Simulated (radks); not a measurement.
Question: Method: scalar-relativistic Kohn-Sham, LB94 model potential, spin-polarised, spherical densities, finite nucleus; open shells are filled with parallel spins first (spin-orbit coupling, left out, can overturn this in heavy ions); Fermi nuclear charge, rms radius of each element as measured or else 0.836 A^(1/3) + 0.57 fm; computed with a radial shooting solver on a logarithmic mesh with Libxc functionals. Response by self-consistent Sternheimer equations with the Hartree and adiabatic LDA kernel, the relativistic mass of each level held fixed and spin-orbit coupling left out. For heavy and open-shell atoms this level of theory can miss by tens of per cent. Rank Xe, Pm7+, Cs+, La3+, Nd6+, Pr5+, Sm8+, Ce4+, Ba2+ (NIST ground configurations) by static dipole polarisability, largest first.

Answer: Xe 27.03, Cs+ 15.98, Ba2+ 10.74, La3+ 7.761, Ce4+ 5.887, Pr5+ 4.621, Nd6+ 3.654, Pm7+ 2.932, Sm8+ 2.358 bohr^3.
